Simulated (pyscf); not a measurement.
## `[NH]1[NH][SiH2]1`, singlet

Gas-phase minimum from PySCF at ωB97X-D3(BJ)/def2-SVP, one conformer. cyclic H₄N₂Si (SMILES N1N[SiH2]1) lies 63.0 kcal/mol over its isomer H₂N–Si:–NH₂ [singlet] (electronic energy, ωB97M-D3(BJ)). 

```
Si
N 1 1.7417
H 2 1.0212 1 116.11
N 2 1.5255 3 106.19 1 68.56
H 4 1.0211 2 106.13 3 136.70
H 1 1.4799 2 116.50 3 -151.63
H 1 1.4799 6 113.43 2 -150.97
```
Charge 0, spin multiplicity 1.

Properties at ωB97X-D3(BJ)/def2-SVP:

```
Item                                                                                                                                                                                                  Result
---------------------------------------------------------------------------------------------------------------------  -------------------------------------------------------------------------------------
Harmonic wavenumbers, unscaled                                                                                         533, 624, 681, 720, 750, 853, 885, 965, 1032, 1163, 1327, 2309, 2318, 3553, 3557 cm⁻¹
Zero-point energy                                                                                                                                                                              30.4 kcal/mol
Rotational symmetry number                                                                                                                                                                                 2
Entropy of this conformer at 298 K and 1 atm, rigid rotor and harmonic oscillator, modes under 100 cm⁻¹ raised to 100                                                                        258.9 J/(mol K)
Dipole moment                                                                                                                                                                                         1.61 D
```

Single-point totals, which compare only within one level (frozen core for MP2 and CC):

| level | total energy (hartree) |
|---|---|
| ωB97X-D3(BJ)/def2-TZVP | -401.45740 |
| PBE/def2-TZVP | -401.12169 |
| r²SCAN/def2-TZVP | -401.31244 |
| B3LYP-D3(BJ)/def2-TZVP | -401.43072 |
| PBE0-D3(BJ)/def2-TZVP | -401.15290 |
| M06-2X/def2-TZVP | -401.33098 |
| ωB97M-D3(BJ)/def2-TZVP | -401.47146 |
| HF/def2-TZVPP | -400.15168 |
| MP2/def2-TZVPP | -400.69491 |
| CCSD/def2-TZVPP | -400.71798 |
| CCSD(T)/def2-TZVPP | -400.74284 |

The CCSD(T) − MP2 part came from Ansatz, without density fitting, on the same reference.
